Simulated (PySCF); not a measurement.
Vertical excitations of a molecule C2H9GeN from TDDFT-PBE/def2-SVPD (PySCF), as energy in eV (oscillator strength): 5.47 (0.011), 6.00 (0.029), 6.28 (0.030), 6.71 (0.015), 6.82 (0.011), 6.94 (0.018), 7.16 (0.020), 7.26 (0.007), 7.42 (0.001), 7.50 (0.035). Lowest triplet (TDA): 5.19 eV. The structure is a stationary point at B3LYP-D3(BJ)/def2-SVP. Other conformers were not sampled.

### Question
Pick the molecule that these values belong to.
A. CN[CH2][GeH3]
B. [CH3][GeH]([CH3])[NH2]
C. [CH3][GeH2][CH2]N
D. C[CH2][GeH2][NH2]

### Answer
D, C[CH2][GeH2][NH2]
